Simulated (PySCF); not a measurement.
## [Zn(Cl)2] (charge 0, multiplicity 1)

These are PBE-D3(BJ)/def2-TZVP // BP86-D3(BJ)/def2-SVP in PySCF values and carry that method's errors.

```yaml
HOMO: -7.74 eV
dipole_moment: 0.00 D
HOMO–LUMO gap: 5.05 eV
LUMO: -2.69 eV
charge on the central atom (Mulliken): 0.54 e
charge on the central atom (meta-Löwdin): 1.19 e
total_energy: -2699.2930 Ha
cost: very roughly 19 core-seconds
```

Bonded distances (Å): Zn1–Cl2 2.102, Zn1–Cl3 2.102. Angles (°): Cl2–Zn1–Cl3 180.0.
Charge 0, spin multiplicity 1.
